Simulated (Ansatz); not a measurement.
C3H6F2Si, SMILES FC(F)=CC[SiH3].

Geometry: PBE0-D3(BJ)/def2-SVP. The structure was generated by enumeration, and PubChem lists no compound with its InChIKey, so it may never have been made. Other conformers were not sampled.

Two levels are set side by side: PBE/def2-SVPD (Ansatz, a first-principles code) and ωB97X-V/def2-SVPD (Ansatz). Energy differences of separate SCF runs at the same geometry; the states with an electron removed or added have multiplicity 2 and 2. Differences are taken from unrounded values.

```csv
quantity,ωB97X-V,PBE,PBE minus ωB97X-V
vertical ionisation energy (eV),9.34,9.01,-0.33
vertical singlet–triplet gap (eV),4.58,4.42,-0.16
```
